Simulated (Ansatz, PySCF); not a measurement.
AsGa (SMILES [Ga]=[As]), triplet, at a GFN2-xTB geometry (such geometries of metal compounds can be far from the true shape), atoms displaced at random by about 0.08 Å a coordinate. Base run: PBE0/STO-3G, gradient run with PySCF.

Input for PySCF:
```python
from pyscf import gto, scf, dft

mol = gto.Mole()
mol.atom = '''
    Ga    0.16307782   -0.15020716   -1.34926760
    As    0.10685121    0.11561361    0.96925717
'''
mol.basis = 'sto-3g'
mol.spin = 2
mol.verbose = 4
mol.build()

mf = dft.UKS(mol)
mf.xc = 'pbe0'
mf.kernel()
g = mf.nuc_grad_method()
grad = g.kernel()
```

Programs used: Ansatz (a first-principles code), PySCF; a row that names a program was run with it.

The coordinate followed is z of atom 1.

Variants of this job, named by their change:

```tsv
change	dE/dx (Eh/bohr)	net force (Eh/bohr)	outcome
base	-0.061201	0.000156	converged
conv_tol = 1e-4	-0.062761	0.000066	converged
grids.level = 1; grid_response = off	-0.061412	0.000452	converged
finite difference step (bohr) = 0.05; conv_tol = 1e-11	-	-	not converged
grids.level = 5; grid_response = off	-0.061204	0.000157	converged
finite difference step (bohr) = 0.2; conv_tol = 1e-11	-	-	not converged
grid_response = on	-0.061238	0.000000	converged
density fitting = on	-0.061200	0.000156	converged
finite difference step (bohr) = 1e-5; conv_tol = 1e-11	-	-	not converged
code = ansatz	-0.061227	0.000000	converged
grids.level = 5; grid_response = on	-0.061249	0.000000	converged
conv_tol = 1e-11	-	-	not converged
```

The net force is zero for an exact gradient.

Open shells are given as the SCF converged; they aren't shown to be the lowest states, and a large step between rows can be another state.
